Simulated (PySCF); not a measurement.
C7H12P (charge +1).
Structure used (PBE0-D3(BJ)/def2-SVP), in Å, numbered top down from 1:
```xyz
20
C7H12P angstrom
C      2.7383   -0.0969   -1.0925
C      1.6852    0.6138   -0.6596
C      0.4439    0.0316   -0.1771
C     -0.5988    0.7921    0.2764
C     -0.7210    2.2752    0.3946
P     -1.8928   -0.3011    0.8011
C     -1.1591   -1.8565    0.2338
C      0.2870   -1.4700   -0.1260
H      2.7472   -1.1896   -1.1194
H      3.6450    0.4057   -1.4368
H      1.7545    1.7039   -0.6548
H     -1.6567    2.6416   -0.0556
H      0.1072    2.7860   -0.1113
H     -0.7145    2.5962    1.4493
H     -2.1578   -0.2742    2.1918
H     -3.1565   -0.0337    0.2259
H     -1.7286   -2.1986   -0.6433
H     -1.2310   -2.6388    1.0022
H      0.9926   -1.8748    0.6174
H      0.5662   -1.9175   -1.0912
```

All values: PBE0/pcSseg-1 and CAM-B3LYP/def2-SVPD (PySCF, non-relativistic), on one gas-phase PBE0-D3(BJ)/def2-SVP geometry that isn't relaxed in the solvent. The solvent is an IEF-PCM continuum (cavity from Bondi-type radii × 1.2). Only the electrostatic response of the medium enters.

Gas phase at PBE0/pcSseg-1: HOMO -11.13 eV, LUMO -5.77 eV.

**Question.** What does the continuum do to the energy and the frontier levels at PBE0/pcSseg-1 in acetonitrile?

**Answer.** 
```json
{"solvent": "acetonitrile", "ε": "35.69", "E(solvent) − E(gas) (kcal/mol)": "-53.51", "polarisation term (kcal/mol)": "-55.43", "distortion of the solute (kcal/mol)": "1.92", "HOMO (eV)": "-7.37", "LUMO (eV)": "-1.93"}
```

Polarisation term: ½ Σ q·V over the induced surface charges. Distortion: the rise of the solute's own energy as its density leaves the gas-phase optimum.

**Question.** Which radius a makes Born's formula ΔE = −(q²/2a)(1 − 1/ε) give the value in acetonitrile?

**Answer.** a = q²(1 − 1/ε)/(2|ΔE|) = 3.02 Å, with q = +1 e and |ΔE| = 0.0853 Eh; the farthest nucleus lies 3.94 Å from the centroid of the nuclei. The formula assumes a point charge at the centre of a sphere.

**Question.** Which ESP-fitted charges (PBE0/pcSseg-1) respond most in acetonitrile (means over atoms taken as equivalent)?

**Answer.** 
```json
{"atoms": "C1", "environment": "terminal =CH2 carbon", "gas (e)": "-0.212", "solvent (e)": "-0.292", "change": "-0.080"}
{"atoms": "P6", "environment": "phosphonium phosphorus", "gas (e)": "+0.463", "solvent (e)": "+0.538", "change": "+0.075"}
{"atoms": "C8", "environment": "allylic carbon", "gas (e)": "-0.068", "solvent (e)": "-0.105", "change": "-0.037"}
{"atoms": "H9", "environment": "vinylic hydrogen", "gas (e)": "+0.150", "solvent (e)": "+0.165", "change": "+0.015"}
{"atoms": "C4", "environment": "fully substituted alkene carbon", "gas (e)": "-0.077", "solvent (e)": "-0.065", "change": "+0.012"}
{"atoms": "H15/H16", "environment": "P–H hydrogen", "gas (e)": "+0.097", "solvent (e)": "+0.109", "change": "+0.012"}
```

**Question.** Which Mayer bond orders change most in acetonitrile?

**Answer.** 
```tsv
bond	length (Å)	gas	solvent	change
C3–C4	1.368	1.605	1.638	+0.033
C4–P6	1.773	1.021	0.999	-0.022
C1–C2	1.342	1.895	1.912	+0.017
C2–C3	1.453	1.161	1.146	-0.015
C4–C5	1.493	1.084	1.098	+0.014
P6–H15	1.416	0.892	0.900	+0.008
P6–H16	1.414	0.903	0.909	+0.006
C7–C8	1.539	1.001	1.005	+0.004
```

Gas phase at CAM-B3LYP/def2-SVPD: HOMO -12.29 eV, LUMO -4.67 eV.

**Question.** What does the continuum do to the energy and the frontier levels at CAM-B3LYP/def2-SVPD in acetonitrile?

**Answer.** 
```csv
solvent,ε,E(solvent) − E(gas) (kcal/mol),polarisation term (kcal/mol),distortion of the solute (kcal/mol),HOMO (eV),LUMO (eV)
acetonitrile,35.69,-53.56,-55.62,2.06,-8.51,-0.81
```

**Question.** How does the static polarisability (CAM-B3LYP/def2-SVPD, frozen core, with the continuum's full static response) change?

**Answer.** 
| medium | isotropic (au) | principal values (au) | ⟨r²⟩ of the electrons (bohr²) |
| --- | --- | --- | --- |
| gas | 104.4 | 68.5, 98.4, 146.4 | 1264.3 |
| acetonitrile | 148.0 | 99.2, 132.0, 212.9 | 1266.5 |

The isotropic value in acetonitrile is 1.42 times the gas-phase one; no cavity-field correction is applied. ⟨r²⟩ is taken about the centre of nuclear charge.
